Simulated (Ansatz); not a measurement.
Stepwise reaction of `C[CH](C)[Sn][CH](C)C` with hydrogen fluoride, as a gas-phase model of exchange steps in deposition or etching. ΔE in kJ/mol.

Program: Ansatz. Geometries: PBE0-D4/def2-TZVP. ΔE: electronic, gas phase. CCSD(T)/CBS is the MP2 limit (def2-TZVPP, def2-QZVPP) plus CCSD(T) − MP2 in def2-TZVPP, frozen cores. This one scheme is used for every species. DFT in def2-TZVPP. B3LYP here is the variant with VWN-RPA as its local correlation; programs differ in this. Elements past krypton have def2 core potentials. For Sn outer-core shells are correlated without core-valence functions, which leaves a few kJ/mol of doubt a bond. Each species was taken in one conformer, which may not be the lowest.

| step | reaction | PBE-D4 | B3LYP-D4 | ωB97M-V | CCSD(T)/CBS |
| --- | --- | --- | --- | --- | --- |
| 1 | `C[CH](C)[Sn][CH](C)C` + H–F → `C[CH](C)[Sn][F]` + `CCC` | -152.2 | -158.9 | -156.9 | -142.2 |

Problem. Give the row of step 2, `C[CH](C)[Sn][F]` + H–F → `[F][Sn][F]` + `CCC`. (Best estimate.)

Solution. Computed: 
```json
{"step": "2", "reaction": "`C[CH](C)[Sn][F]` + H–F → `[F][Sn][F]` + `CCC`", "PBE-D4": "-158.3", "B3LYP-D4": "-163.9", "ωB97M-V": "-161.6", "CCSD(T)/CBS": "-151.1"}
```

Problem. By hand: ΔE of the 2 steps together at CCSD(T)/CBS.

Solution. (-142.2) + (-151.1) = -293.3 kJ/mol, or -146.6 kJ/mol a step.

In ΔE each step is lower than the one before. All are downhill at CCSD(T)/CBS. PBE-D4 differs from CCSD(T)/CBS by -10.0 to -7.2 kJ/mol a step. Isolated molecules leave out the surface, adducts and barriers. Largest T1 diagnostic: 0.017.
